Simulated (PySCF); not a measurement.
## Trend along the chalcogens: MBi anions

PBE0 with double-zeta basis sets in PySCF, for the lowest determinant that a PBE0 search found; no spin–orbit coupling. De refers to high-spin ground-configuration atoms (the charge goes to the atom of lower measured ionisation energy or higher electron affinity, which is not always the lowest computed limit). A positive dipole points towards Bi; it is taken about the centre of mass and depends on that origin.

```tsv
M	basis	charged atom	state (unpaired electrons)	Re (Å)	ωe (cm⁻¹)	De (eV)	μ (D)
O	aug-cc-pVDZ-PP/aug-cc-pVDZ	O−	triplet (π ↑↑)	1.999	664	3.47	4.32
Se	aug-cc-pVDZ-PP	Se−	triplet (π ↑↑)	2.544	243	2.71	3.86
```

Problem. The row for M = S is missing. Estimate Re, ωe and De as the mean of the rows for O and Se, and compare with the calculation.

Solution. The means are 2.272 Å, 454 cm⁻¹ and 3.09 eV. PBE0 in aug-cc-pVDZ-PP/aug-cc-pV(D+d)Z gives BiS⁻ as a triplet (π ↑↑) with Re = 2.419 Å, ωe = 376 cm⁻¹, De = 2.92 eV, so the estimate is off by -14.7 pm, +21 % and +0.17 eV.

These are scalar-relativistic numbers at best; spin–orbit coupling would shift them, the dissociation energy most. For an ion De counts to the pair picked by the measured ionisation energies or electron affinities, which need not be the lowest pair at this level. The highest Kohn–Sham level is positive in some of these anions. Much of that is self-interaction error, but it also means that the finite basis helps to hold the extra electron. States were picked by a PBE0 search and need not be the measured ground states.
